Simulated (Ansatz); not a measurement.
`C[O][AlH][F]` + `N=C=O` → `O=C=[N][AlH][F]` + CH₃OH  (ligand exchange at the Al–O bond)

Calculated with Ansatz (gas phase, PBE0-D4/def2-TZVP geometries, no zero-point term in ΔE). CCSD(T)/CBS is the MP2 limit (def2-TZVPP, def2-QZVPP) plus CCSD(T) − MP2 in def2-TZVPP, frozen cores. This one scheme is used for every species. Functionals use def2-TZVPP. Each species was taken in one conformer, which may not be the lowest.

```
        level  ΔE (kJ/mol)
      r2SCANh         -6.4
MP2/CBS(def2)         -8.2
```

(1) What does CCSD(T)/CBS give? (An estimate is asked.)

(2) What do rigid-rotor, harmonic-oscillator terms from PBE0-D4/def2-TZVP frequencies (298.15 K, 1 bar) make of the CCSD(T)/CBS value? (An estimate is asked.)

Largest T1 diagnostic among the species: 0.018.

## Answers

(1) Computed: -7.9 kJ/mol. The listed levels differ from it by 1.5, -0.3 kJ/mol.

(2) Computed: ΔZPE = +4.2 kJ/mol, ΔH = -4.0 kJ/mol, ΔS = 5 J/(mol·K), ΔG = -5.4 kJ/mol. Modes under 50 cm⁻¹ make the entropy rough.

From r2SCAN to r2SCAN0 (25 % exact exchange), in def2-TZVPP and without D4, ΔE moves by −4.4 kJ/mol. Leaving LDA and LC-ωPBE aside and taking each functional with its dispersion term where it has one, the values, not all of them listed here, spread over 10.5 kJ/mol, from PBE-QIDH to BLYP-D4. LDA lies +4.4 kJ/mol from PBE without D4. In def2-TZVPP, CCSD(T) changes the Hartree–Fock value by +11.2 kJ/mol (the triples alone add +1.8 kJ/mol) and MP2 by +10.9 kJ/mol.
